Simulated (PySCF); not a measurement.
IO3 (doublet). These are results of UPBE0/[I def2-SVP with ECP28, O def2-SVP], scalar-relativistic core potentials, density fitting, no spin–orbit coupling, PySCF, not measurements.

Harmonic bands of its minimum:

| ω (cm⁻¹) | IR (km/mol, summed over degenerate members) | degeneracy |
| --- | --- | --- |
| 256 | 33.3 | 2 |
| 264 | 37.3 | 1 |
| 709 | 0.3 | 2 |
| 781 | 1.4 | 1 |

The central atom is I. Infer the point group and assign the bands.

C3v. The modes span 2e + 2a1: 256 e, 264 a1, 709 e, 781 a1. The computed geometry has I–O 1.820 Å (×3); O–I–O 111.5° (×3).

This need not be the most stable arrangement of these atoms. No spin–orbit coupling is included, which matters more the heavier the element.
